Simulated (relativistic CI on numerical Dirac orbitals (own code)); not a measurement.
**Os⁷⁺ (5d) in a crystal field**

Calculated by Dirac-Coulomb-Breit CI, separate exchange-only KLI orbitals for each configuration, model QED (radiative potential, 1s self-energy scaled to tabulated hydrogen-like ionisation energies), one configuration in a parametric crystal field, unscaled Slater integrals (own radial code).

Field parameters in Wybourne normalisation: D4h B²₀ = −7Ds, B⁴₀ = 21(Dq − Dt), B⁴₄ = 21√(5/14) Dq. The field is a parameter set, without covalency.

S is read from ⟨S²⟩ = S(S + 1).

Levels (cm⁻¹, degeneracy): 0 (2), 261 (2), 9113 (2), 29533 (2), 35922 (2).

Which field gives this pattern?
A. D4h, 10Dq = 30800, Ds = -680, Dt = 570 cm⁻¹
B. D4h, 10Dq = 30800, Ds = 1360, Dt = 570 cm⁻¹
C. D4h, 10Dq = 30800, Ds = 950, Dt = 570 cm⁻¹
D. D4h, 10Dq = 30800, Ds = 2180, Dt = 570 cm⁻¹

C. D4h, 10Dq = 30800, Ds = 950, Dt = 570 cm⁻¹, ground level with S = 0.50.
